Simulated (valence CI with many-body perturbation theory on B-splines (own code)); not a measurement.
**Energy levels of Eu¹²⁺**

Level of theory: configuration interaction combined with many-body perturbation theory (CI+MBPT): five valence electrons over a frozen Dirac-Fock core [Kr] 4d10, a basis of 7 s, 7 p, 7 d, 7 f, 4 g, 2 h functions for each j, with the one-electron correlation potential Σ1, the two-electron term Σ2, the three-electron term Σ3, Breit, model QED; selected CI, second order for the rest, scaled by the run's own slope (own B-spline code, finite nucleus).

No measured spectrum was set against this ion. As an estimate, terms of the open shell hold to a few per cent of their energy, and close levels can change places. Among the levels kept, up to 2600 cm⁻¹ of a level comes from second order outside the variational space, and about a tenth of that is noise between levels of different J, which matters for small intervals.

Levels 136 to 180 of 205, with energies above the lowest level, 4f3.5s2 4I°_9/2. "Leading %" is the weight of the configuration and term that name the level; weights of strongly mixed levels are sums over their largest components and can fall short. In the jj column 3d3/2^4 stands for four electrons in 3d with j = 3/2. Lifetimes count E1, E2, E3, M1 and M2 decay at the calculated energies, and are blank where another channel may lead or the interval is too uncertain; long ones can be off by a factor of two.

```
No.  Configuration  Term     J  E (cm⁻¹)  Leading %  Lifetime                     Leading jj
136         4f4.5s    2L  17/2    143930         79   6.71 μs        4f5/2 4f7/2^3 5s (49 %)
137         4f4.5s    2D   5/2    144330         72   3.94 μs        4f5/2 4f7/2^3 5s (54 %)
138         4f4.5s    4F   7/2    144910         52   3.07 μs        4f5/2 4f7/2^3 5s (48 %)
139     4f2.5s2.5p   2H°   9/2    144960         40    800 μs      4f7/2^2 5s^2 5p1/2 (92 %)
140         4f4.5s    2P   3/2    145080         40   3.85 μs        4f5/2 4f7/2^3 5s (69 %)
141         4f4.5s    2L  15/2    145140         62   7.81 μs              4f7/2^4 5s (52 %)
142         4f4.5s    2P   1/2    145600         94   2.69 μs      4f5/2^2 4f7/2^2 5s (58 %)
143         4f4.5s    2G   7/2    145690         41   3.96 μs        4f5/2 4f7/2^3 5s (45 %)
144         4f4.5s    4G  11/2    145820         87   9.56 μs        4f5/2 4f7/2^3 5s (42 %)
145         4f4.5s    2D   5/2    146370         47   8.35 μs      4f5/2^2 4f7/2^2 5s (49 %)
146         4f4.5s    2G   9/2    146850         52   8.03 μs        4f5/2 4f7/2^3 5s (52 %)
147         4f4.5s    2G   9/2    148300         63   3.23 μs        4f5/2 4f7/2^3 5s (60 %)
148         4f4.5s    2I  11/2    148630         66   3.49 μs        4f5/2^3 4f7/2 5s (44 %)
149         4f4.5s    4H  13/2    149250         50   1.77 μs      4f5/2^2 4f7/2^2 5s (64 %)
150         4f4.5s    2M  17/2    149380         66   12.2 μs        4f5/2 4f7/2^3 5s (61 %)
151         4f4.5s    4F   9/2    149690         71   3.62 μs        4f5/2 4f7/2^3 5s (43 %)
152         4f4.5s    2M  19/2    150050         95   11.2 μs      4f5/2^2 4f7/2^2 5s (51 %)
153         4f4.5s    4H   7/2    150070         75   2.88 μs      4f5/2^2 4f7/2^2 5s (38 %)
154         4f4.5s    4H   9/2    150510         75   2.48 μs      4f5/2^2 4f7/2^2 5s (54 %)
155         4f4.5s    4H  11/2    150580         76   2.30 μs      4f5/2^2 4f7/2^2 5s (64 %)
156         4f4.5s    2I  13/2    151280         61   4.88 μs      4f5/2^2 4f7/2^2 5s (60 %)
157         4f4.5s    2F   7/2    151420         50   5.29 μs        4f5/2 4f7/2^3 5s (54 %)
158     4f2.5s2.5p   2P°   3/2    151900         41    386 μs  4f5/2 4f7/2 5s^2 5p1/2 (53 %)
159     4f2.5s2.5p   2F°   5/2    152020         55    450 μs  4f5/2 4f7/2 5s^2 5p1/2 (59 %)
160         4f4.5s    2D   3/2    152260         65   4.07 μs              4f7/2^4 5s (64 %)
161         4f4.5s    2D   5/2    152270         51   4.06 μs        4f5/2 4f7/2^3 5s (50 %)
162         4f4.5s    2F   5/2    152590         74   2.36 μs      4f5/2^2 4f7/2^2 5s (38 %)
163         4f4.5s    2I  11/2    153890         51   3.66 μs      4f5/2^2 4f7/2^2 5s (50 %)
164         4f4.5s    2H   9/2    154080         60   3.09 μs      4f5/2^2 4f7/2^2 5s (35 %)
165         4f4.5s    2I  11/2    154400         46   2.51 μs      4f5/2^2 4f7/2^2 5s (44 %)
166         4f4.5s    2K  15/2    155510         91   10.2 μs        4f5/2 4f7/2^3 5s (57 %)
167         4f4.5s    2I  13/2    155910         62   2.60 μs        4f5/2 4f7/2^3 5s (63 %)
168         4f4.5s    4G   7/2    156090         55   1.92 μs      4f5/2^2 4f7/2^2 5s (60 %)
169     4f2.5s2.5p   4D°   1/2    156120         52    163 μs      4f5/2^2 5s^2 5p1/2 (63 %)
170     4f2.5s2.5p   4D°   1/2    156240         36    143 μs  4f5/2 4f7/2 5s^2 5p1/2 (91 %)
171         4f4.5s    4F   9/2    156410         32   1.82 μs        4f5/2^3 4f7/2 5s (32 %)
172         4f4.5s    4G   5/2    156430         71   2.40 μs      4f5/2^2 4f7/2^2 5s (62 %)
173         4f4.5s    2K  13/2    156550         63   4.95 μs        4f5/2 4f7/2^3 5s (78 %)
174         4f4.5s    4D   1/2    156600         94   2.88 μs        4f5/2^3 4f7/2 5s (38 %)
175         4f4.5s    2D   3/2    157040         79   4.62 μs        4f5/2 4f7/2^3 5s (50 %)
176         4f4.5s    4D   3/2    157680         81   2.49 μs      4f5/2^2 4f7/2^2 5s (38 %)
177         4f4.5s    2D   5/2    157870         61   3.97 μs        4f5/2 4f7/2^3 5s (57 %)
178         4f4.5s    2F   7/2    158490         42   1.74 μs      4f5/2^2 4f7/2^2 5s (43 %)
179         4f4.5s    4G  11/2    158930         57   2.66 μs        4f5/2 4f7/2^3 5s (49 %)
180         4f4.5s    4D   5/2    159210         62   2.62 μs      4f5/2^2 4f7/2^2 5s (65 %)
```

Names give the largest LS component (configuration and term), which can be under half, so a name can repeat, a term be missing and a line seem to break the LS rules; names also repeat where a configuration has a term twice.

Where two levels of one J and parity lie close, their mixing, g and order are uncertain.
